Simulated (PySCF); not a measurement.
Compound: C6H11PS2.
Numbering: `[CH2:1]=[CH:2][P:3]1(=[S:4])[CH2:5][CH2:6][S:7][CH2:8][CH2:9]1` (hydrogens: H10, H11 on C1; H12 on C2; H13, H14 on C5; H15, H16 on C6; H17, H18 on C8; H19, H20 on C9)

Method: PBE0-D3(BJ)/def2-SVP geometry optimisation, gas phase in PySCF.

(1) Give the optimised bond lengths and angles.

Results:

(1) 
```json
{"bond": "C1=C2", "length (bohr)": "2.519"}
{"bond": "C2–P3", "length (bohr)": "3.418"}
{"bond": "P3=S4", "length (bohr)": "3.693"}
{"bond": "P3–C5, P3–C9", "length (bohr)": "3.468"}
{"bond": "C5–C6, C8–C9", "length (bohr)": "2.878"}
{"bond": "C6–S7, S7–C8", "length (bohr)": "3.432"}
{"bond": "C1–H10", "length (bohr)": "2.073"}
{"bond": "C1–H11", "length (bohr)": "2.068"}
{"bond": "C2–H12", "length (bohr)": "2.073"}
{"bond": "C5–H13, C9–H19", "length (bohr)": "2.084"}
{"bond": "C5–H14, C9–H20", "length (bohr)": "2.083"}
{"bond": "C6–H15, C8–H18", "length (bohr)": "2.080"}
{"bond": "C6–H16, C8–H17", "length (bohr)": "2.083"}
```

Bonds in one row agree within 0.02 bohr and their mean is given. A selection of angles:
```json
{"angle": "C1–C2–P3", "degrees": "120.9"}
{"angle": "C2–P3–S4", "degrees": "115.6"}
{"angle": "C2–P3–C5", "degrees": "105.2"}
{"angle": "S4–P3–C5", "degrees": "113.5"}
{"angle": "C5–P3–C9", "degrees": "102.6"}
{"angle": "P3–C5–C6", "degrees": "110.7"}
{"angle": "C5–C6–S7", "degrees": "113.6"}
{"angle": "C6–S7–C8", "degrees": "99.9"}
```

Torsions: C1–C2–P3–S4 1° (synperiplanar); C2–P3–C5–C6 -168° (antiperiplanar); P3–C5–C6–S7 67° (synclinal); C5–C6–S7–C8 -62° (synclinal); C6–S7–C8–C9 62° (synclinal); S7–C8–C9–P3 -67° (synclinal); C2–P3–C9–C8 168° (antiperiplanar).

Of the pairs four or more bonds apart, S4···H10 is among the closest relative to their van der Waals radii: 2.82 Å, 94 % of the sum of Bondi's values. The C–P distances run from 1.809 Å (C2–P3, drawn single) to 1.835 Å (P3–C9, drawn single), a spread of 0.026 Å. The 3 C–C bonds span 1.333 Å (C1=C2, drawn double) to 1.523 Å (C8–C9, drawn single), a spread of 0.190 Å. The 6-membered ring P3–C5–C6–S7–C8–C9 has internal angles of 99.9° to 113.6°; it is puckered, 0.29 Å rms from its mean plane, widest ring torsion 67°. P3 (phosphorus bonded to 3 C and S) is distorted tetrahedral (angles from 102.6° to 115.6°).

Point group: Cs (tolerance 0.08 Å). PBE0-D3(BJ)/def2-SVP frequencies: not computed here. The numbers are those of one conformer.

Hardware: Arm Neoverse V1, one thread, shared host with 64 logical CPUs at a one-minute load of 29. Cost: 3.2 min of wall time, 0.88 GiB resident at most. These figures are those of the optimisation.
